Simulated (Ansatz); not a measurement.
CH3FGeTe (`[F][GeH]1[CH2][Te]1`), 7 atoms. Charge 0, multiplicity 1. Correlated methods include outer-core shells of Ge, Te, which these sets cover unevenly. Scalar relativity is left out up to krypton. Te: def2 effective core potential. All runs use 4 threads of an Arm Neoverse V2 on a shared host. Correlated methods freeze the cores.

Give the basis size and wall time and peak host memory of each of these runs in Ansatz. RHF-CCSD(T)/def2-TZVPP energy; RKS ωB97M-V/def2-SVP energy; RKS CAM-B3LYP-D4/def2-TZVPP energy; RKS PBE0-D4/def2-TZVP relaxation (8 steps); direct RPA on PBE orbitals/def2-TZVPP energy; RKS PBE0-D4/def2-SVP energy; RKS ωB97M-V/def2-QZVPP energy; RHF-MP2/def2-QZVPP energy; RKS PBE0-D4/def2-QZVPP energy; RHF-CCSD(T)/def2-SVP energy; RKS BLYP-D4/def2-TZVPP energy; RKS PBE0-D4/def2-TZVP frequencies. (Estimate.)

Ansatz gave: Other jobs shared the machine, so times are rough.

```csv
level,job,functions,wall time,peak host memory (GiB)
RKS PBE0-D4/def2-SVP,energy,101,1.2 s,0.39
RKS BLYP-D4/def2-TZVPP,energy,202,1.4 s,0.26
RKS CAM-B3LYP-D4/def2-TZVPP,energy,202,2.6 s,0.65
direct RPA on PBE orbitals/def2-TZVPP,energy,202,4.3 s,0.49
RKS ωB97M-V/def2-SVP,energy,101,5.5 s,0.39
RHF-CCSD(T)/def2-SVP,energy,101,5.5 s,0.48
RKS PBE0-D4/def2-QZVPP,energy,375,6.5 s,1.4
RHF-MP2/def2-QZVPP,energy,375,15 s,1.8
RKS ωB97M-V/def2-QZVPP,energy,375,16 s,1.6
RKS PBE0-D4/def2-TZVP,relaxation (8 steps),178,23 s,0.5
RKS PBE0-D4/def2-TZVP,frequencies,178,92 s,0.49
RHF-CCSD(T)/def2-TZVPP,energy,202,120 s,3
```
